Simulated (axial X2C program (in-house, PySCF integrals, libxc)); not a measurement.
Levels of HfH by electron attachment to HfH⁺ (EOM-EA-CCSD)

Computed with an axial X2C code built on PySCF integrals: two-component X2C with atomic mean-field Coulomb and Gaunt terms, Gaussian nuclei, basis Hf dyall-acv3z, H dyall-av3z with contracted cores.

R = 1.742 Å (0.960 times 1.815 Å, the PBE0 minimum at charge 0 for the lowest determinant).

Levels of HfH obtained by attaching an electron to HfH⁺:

```json
{"Ω": "3/2", "binding energy (eV)": "6.515", "above lowest (cm⁻¹)": "0", "attached spinor": "82% Hf dδ, 15% Hf dπ", "one-particle weight": "0.89"}
{"Ω": "1/2", "binding energy (eV)": "6.362", "above lowest (cm⁻¹)": "1234", "attached spinor": "77% Hf dπ, 7% Hf pσ", "one-particle weight": "0.91"}
{"Ω": "5/2", "binding energy (eV)": "6.157", "above lowest (cm⁻¹)": "2892", "attached spinor": "98% Hf dδ", "one-particle weight": "0.89"}
{"Ω": "3/2", "binding energy (eV)": "6.062", "above lowest (cm⁻¹)": "3657", "attached spinor": "73% Hf dπ, 17% Hf dδ", "one-particle weight": "0.90"}
{"Ω": "1/2", "binding energy (eV)": "5.587", "above lowest (cm⁻¹)": "7487", "attached spinor": "50% Hf pσ, 26% Hf dσ, 7% Hf dπ", "one-particle weight": "0.93"}
{"Ω": "1/2", "binding energy (eV)": "4.876", "above lowest (cm⁻¹)": "13218", "attached spinor": "77% Hf pπ, 13% H pπ", "one-particle weight": "0.90"}
{"Ω": "3/2", "binding energy (eV)": "4.611", "above lowest (cm⁻¹)": "15357", "attached spinor": "83% Hf pπ, 14% H pπ", "one-particle weight": "0.89"}
```

Take the first Ω = 1/2 and Ω = 3/2 rows of π character: how far apart are they, and which lies lower?

E(3/2) − E(1/2) = 3657 − 1234 = 2423 cm⁻¹ at EOM-EA-CCSD: regular, Ω = 1/2 lower. Splittings at this level can be off by ten to twenty per cent.

This point took 32 s on 1 thread of Arm Neoverse N1 (shared host).

Reference electrons by ω block (each with its −ω partner): 1/2: 21, 3/2: 10, 5/2: 4, 7/2: 1. 12 electrons of HfH⁺ correlated (inner shells frozen), 92 natural virtual spinors (a truncated set); levels can be off by some tenths of an eV. Roots sought by Ω: (1/2: 5, 3/2: 4, 5/2: 2, 7/2: 1); rows need 60 % one-particle weight and stop where some Ω has no more roots. Missing are any skipped roots, higher Ω and states of a further excitation; these come out far too high here and may in truth be low or lowest. T1 of the reference 0.017 (Lee–Taylor). The reference was not checked to be the lowest state of its species. Number of frozen shells: Hf 4 s, 3 p, 2 d, 1 f; H none. Large amplitudes in the reference (orbital relaxation or multireference character) lower the reliability.
